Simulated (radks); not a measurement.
Problem. Neutral osmium, 76 electrons, occupied as [Xe] 4f14 5d5 6s2 6p1 (not the ground configuration). All-electron calculation, scalar-relativistic Kohn-Sham, revPBE, spin-polarised, spherical densities, finite nucleus; open shells are filled with parallel spins first (spin-orbit coupling, left out, can overturn this in heavy ions); Fermi nuclear charge, rms radius 5.4126 fm. Program: a radial shooting solver on a logarithmic mesh with Libxc functionals. Some entries of the table are withheld. Estimate them.

| orbital | occ. | eigenvalue (eV) | <r> (bohr) |
|---|---|---|---|
| 1s up | 1 | -73851.75 | 0.01774 |
| 1s down | 1 | -73851.74 | 0.01774 |
| 2s up | 1 | -12866.44 | 0.07491 |
| 2s down | 1 | -12866.15 | 0.07490 |
| 2p up | 3 | -11206.47 | 0.06728 |
| 2p down | 3 | -11206.23 | 0.06728 |
| 3s up | 1 | -2997.386 | 0.1939 |
| 3s down | 1 | -2997.290 | 0.1939 |
| 3p up | 3 | -2509.748 | 0.1945 |
| 3p down | 3 | -2509.638 | 0.1945 |
| 3d up | 5 | -1964.406 | 0.1762 |
| 3d down | 5 | -1964.201 | 0.1762 |
| 4s up | 1 | -635.8649 | 0.4318 |
| 4s down | 1 | -635.5924 | 0.4319 |
| 4p up | 3 | -475.8674 | 0.4594 |
| 4p down | 3 | -475.6175 | 0.4594 |
| 4d up | 5 | -277.0490 | 0.4891 |
| 4d down | 5 | -276.7561 | 0.4889 |
| 5s up | 1 | -96.5417 | 1.008 |
| 5s down | 1 | -94.1520 | 0.9998 |
| 4f up | 7 | (1) | 0.5580 |
| 5p up | 3 | (2) | 1.168 |
| 4f down | 7 | (3) | 0.5542 |
| 5p down | 3 | (4) | 1.158 |
| 5d up | 5 | -10.7925 | 1.704 |
| 6s up | 1 | (5) | 2.764 |
| 5d down | 0 | -7.2089 | 1.761 |
| 6s down | 1 | (6) | 2.952 |
| 6p up | 1 | -2.7428 | 3.969 |
| 6p down | 0 | -1.4999 | 4.553 |

Solution. 
(1) 4f up eigenvalue (eV): -56.2366
(2) 5p up eigenvalue (eV): -56.0150
(3) 4f down eigenvalue (eV): -55.7126
(4) 5p down eigenvalue (eV): -52.9303
(5) 6s up eigenvalue (eV): -8.7690
(6) 6s down eigenvalue (eV): -6.4804
